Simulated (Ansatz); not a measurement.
A run for Ansatz (an electronic-structure program): R-PBE0/def2-TZVPP on TaGa, 2S+1 = 1, a spin state set in the input, which need not be the lowest. Elements past Kr take the def2 small-core potentials; no spin–orbit coupling.

Ansatz 0.2 input:
```yaml
crystal:
  periodic: [false, false, false]
  atoms:
    - {symbol: Ta, position_ang: [0.00000000, 0.00000000, 0.00000000]}
    - {symbol: Ga, position_ang: [0.00000000, 0.00000000, 2.77400000]}
basis:
  gaussian:
    orbitals: def2-TZVPP
hamiltonian:
  xc: {name: PBE0}
relax: {f_tol: 0.002, max_steps: 120}
```

Output:

```
WARN ansatz: RAYON_NUM_THREADS=1 ignored (pool sized by the plan → 1); use --threads N
Functional definition: PBE0
integrals: 0.03 GiB planned
821 factors; their error is unknown
mean field: 0.32 GiB planned
mean field evaluation 1: about -53915.0757 eV, gradient 2.2e1 eV
mean field evaluation 2: about -53911.8332 eV, gradient 3.8e1 eV
mean field evaluation 4: about -53916.0505 eV, gradient 1.8e0 eV
mean field evaluation 8: about -53916.2505 eV, gradient 1.6e-1 eV
mean field evaluation 16: about -53916.2506 eV, gradient 3.7e-5 eV
mean field evaluation 32: about -53916.2580 eV, gradient 1.2e-5 eV
mean field -53916.25799131 eV, -1981.3859354286 hartree, gradient 2.5e-6 eV, S^2 0.000000; 6 other end points of the search recorded, 0 dependent functions left out
the calculation of the forces begins
reference -53916.25801254 eV, -1981.3859362085 hartree; 22, 22 occupied and 82, 82 virtual orbitals, 821 factors
relax step   1: F+E_penalty+E_count = -53916.25799131 eV  Δ(F+E_penalty+E_count) = +0.000e0 eV  max|allowed force component| = 1.705e0 eV/Å  Δτ_max = 0.0000 Å  (177 SCF iters, accepted)
these checks for a lower state are left out or cut short: starts, cluster_reference, orbital_swaps, neighbouring_geometries, increment
integrals: 0.03 GiB planned
821 factors; their error is unknown
mean field: 0.33 GiB planned
mean field evaluation 64: about -53916.5977 eV, gradient 2.7e-3 eV
mean field -53916.59768659 eV, -1981.3984189997 hartree, gradient 1.9e-7 eV, S^2 0.000000; 0 other end points of the search recorded, 0 dependent functions left out
the calculation of the forces begins
reference -53916.59770749 eV, -1981.3984197678 hartree; 22, 22 occupied and 82, 82 virtual orbitals, 821 factors
relax step   2: F+E_penalty+E_count = -53916.59768659 eV  Δ(F+E_penalty+E_count) = -3.397e-1 eV  max|allowed force component| = 7.532e-1 eV/Å  Δτ_max = 0.1247 Å  (109 SCF iters, accepted)
these checks for a lower state are left out or cut short: starts, cluster_reference, orbital_swaps, neighbouring_geometries, increment
integrals: 0.03 GiB planned
821 factors; their error is unknown
mean field: 0.33 GiB planned
mean field -53916.56012709 eV, -1981.3970387134 hartree, gradient 8.0e-6 eV, S^2 0.000000; 0 other end points of the search recorded, 0 dependent functions left out
the calculation of the forces begins
reference -53916.56014777 eV, -1981.3970394734 hartree; 22, 22 occupied and 82, 82 virtual orbitals, 821 factors
relax step   3: F+E_penalty+E_count = -53916.56012709 eV  Δ(F+E_penalty+E_count) = +3.756e-2 eV  max|allowed force component| = 1.409e0 eV/Å  Δτ_max = 0.0987 Å  (72 SCF iters, rejected (line search))
these checks for a lower state are left out or cut short: starts, cluster_reference, orbital_swaps, neighbouring_geometries, increment
integrals: 0.03 GiB planned
821 factors; their error is unknown
mean field: 0.33 GiB planned
mean field evaluation 96: about -53916.6324 eV, gradient 2.1e-6 eV
mean field -53916.63240598 eV, -1981.3996949136 hartree, gradient 2.1e-6 eV, S^2 0.000000; 0 other end points of the search recorded, 0 dependent functions left out
the calculation of the forces begins
reference -53916.63242677 eV, -1981.3996956778 hartree; 22, 22 occupied and 82, 82 virtual orbitals, 821 factors
relax step   4: F+E_penalty+E_count = -53916.63240598 eV  Δ(F+E_penalty+E_count) = -3.472e-2 eV  max|allowed force component| = 8.292e-3 eV/Å  Δτ_max = 0.0439 Å  (63 SCF iters, accepted)
these checks for a lower state are left out or cut short: starts, cluster_reference, orbital_swaps, neighbouring_geometries, increment
integrals: 0.03 GiB planned
821 factors; their error is unknown
mean field: 0.33 GiB planned
mean field -53916.63240928 eV, -1981.3996950349 hartree, gradient 1.2e-6 eV, S^2 0.000000; 0 other end points of the search recorded, 0 dependent functions left out
the calculation of the forces begins
reference -53916.63243008 eV, -1981.3996957992 hartree; 22, 22 occupied and 82, 82 virtual orbitals, 821 factors
relax step   5: F+E_penalty+E_count = -53916.63240928 eV  Δ(F+E_penalty+E_count) = -3.302e-6 eV  max|allowed force component| = 9.836e-4 eV/Å  Δτ_max = 0.0005 Å  (61 SCF iters, accepted)
integrals: 0.03 GiB planned
821 factors; their error is unknown
mean field: 0.33 GiB planned
mean field evaluation 128: about -53916.6324 eV, gradient 7.3e-6 eV
mean field -53916.63240928 eV, -1981.3996950349 hartree, gradient 1.2e-6 eV, S^2 0.000000; 3 other end points of the search recorded, 0 dependent functions left out
the calculation of the forces begins
reference -53916.63243008 eV, -1981.3996957992 hartree; 22, 22 occupied and 82, 82 virtual orbitals, 821 factors
Total energy: -53916.63243008 eV, -1981.3996957992 hartree
Atom 0 at     0.000000    -0.000000     0.168205 Å, force     0.000000     0.000000     0.000984 eV/Å
Atom 1 at    -0.000000     0.000000     2.605795 Å, force     0.000000    -0.000000    -0.000984 eV/Å
Dipole moment:    -0.000000    -0.000000    -0.080148 e Å
```

The run converged.

Cost: about 40 core-seconds (a rough figure).
